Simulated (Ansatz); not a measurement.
Isomers of CH6OSi2. All species are isolated molecules in the gas phase. One relaxed conformer stands for each flexible species; it need not be the lowest. Strings in code marks are SMILES.

Quantity: vertical ionisation energy (energy after one electron is removed minus that of the parent at the parent's geometry), in eV.

Case: `[SiH3][Si@@H]1CO1`. Geometry of `[SiH3][Si@@H]1CO1` (neutral, multiplicity 1, Å):

```xyz
10

Si    -1.7909     0.2501     0.0483
Si     0.3210    -0.7197     0.2647
C      1.8312     0.2871     0.3938
O      1.4516    -0.3138    -0.9049
H     -2.5323     0.1111     1.3255
H     -1.6290     1.6852    -0.2781
H     -2.5631    -0.4201    -1.0252
H      0.3537    -2.1282     0.7203
H      1.8042     1.3730     0.3808
H      2.7536    -0.1249     0.7936
```

Give the vertical ionisation energy (energy after one electron is removed minus that of the parent at the parent's geometry) at the level frozen-core MP2/cc-pVTZ // B3LYP-D3(BJ)/def2-TZVP (Ansatz, a first-principles code).

9.84 eV.
